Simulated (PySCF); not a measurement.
C2H7BO3, SMILES OCCB(O)O.

The structure is a stationary point at PBE0-D3(BJ)/def2-SVP. Other conformers were not sampled.

Two levels are set side by side: TDA-PBE/def2-SVPD (PySCF) and TDA-ωB97X/def2-SVPD (PySCF). Vertical, same geometry. The lowest singlet is HOMO→LUMO 100 % with PBE and HOMO→LUMO+1 62 %, HOMO→LUMO+2 15 %, HOMO→LUMO 14 % with the other functional; states are paired by order. Differences are taken from unrounded values.

| quantity | TDA-ωB97X |
|---|---|
| lowest singlet excitation (eV) | 7.38 |
| lowest triplet excitation (TDA) (eV) | 7.13 |

Problem. What does TDA-PBE give, and how far is it from TDA-ωB97X? (An estimate is asked for; the answer gives what the named calculation found.)

Solution. 
```tsv
quantity	TDA-PBE	TDA-PBE minus TDA-ωB97X
lowest singlet excitation (eV)	5.42	-1.95
lowest triplet excitation (TDA) (eV)	5.36	-1.76
```

A lower first singlet is the usual sign of a functional without exact exchange. Differences between two approximate levels are no errors against the true value.

Rough cost on one machine, each run with all the roots and properties that it gave: TDA-ωB97X against TDA-PBE about 5 times.
